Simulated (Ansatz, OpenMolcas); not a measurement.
# The same job for OpenMolcas

Ansatz 0.2.0 runs this on SiHCl2F (SMILES F[SiH](Cl)Cl):

run.yaml:
```yaml
crystal:
  periodic: [false, false, false]
  atoms:
    - symbol: F
      position_ang: [0.035500, -0.682700, 1.466900]
    - symbol: Si
      position_ang: [0.115700, -0.048400, 0.020800]
    - symbol: Cl
      position_ang: [-0.511900, 1.872300, 0.131500]
    - symbol: Cl
      position_ang: [-1.092800, -1.108700, -1.208300]
    - symbol: H
      position_ang: [1.503300, -0.106100, -0.452400]
basis:
  gaussian:
    orbitals: def2-SVPD
hamiltonian:
  xc: hf
accuracy: high
output:
  orbitals: {seedname: orbitals}
```

```bash
$ ansatz run run.yaml --threads 1 --pin off --max-ram 3480MiB --events-out events.jsonl --progress --plain --runs-dir runs
```

The shape is that of a PBE0-D4/def2-TZVP optimisation.

It gives a total energy of -1307.677992 Eh.

Task: Translate the job to OpenMolcas 26.06 as an input file of the program's own, asking for the gradient.

Result: For example:

job.input:
```
&GATEWAY
  BasLib
  $CurrDir
  Coord
  5
  angstrom
  F        0.035500      -0.682700       1.466900
  Si       0.115700      -0.048400       0.020800
  Cl      -0.511900       1.872300       0.131500
  Cl      -1.092800      -1.108700      -1.208300
  H        1.503300      -0.106100      -0.452400
  Basis
  def2-SVPD
  Group
  NoSym

&SEWARD

&SCF
  Thresholds
  1e-10 1e-07 1e-07 1e-05
  PrOrbitals
  1 2

&ALASKA
```

```bash
$ export MOLCAS_MEM=1860
$ pymolcas job.input > job.log
```

(Basis files named in the input come from the Basis Set Exchange and aren't shown.)

Its energy is -1307.677992 Eh, the same as the first but for the last digit, at most.
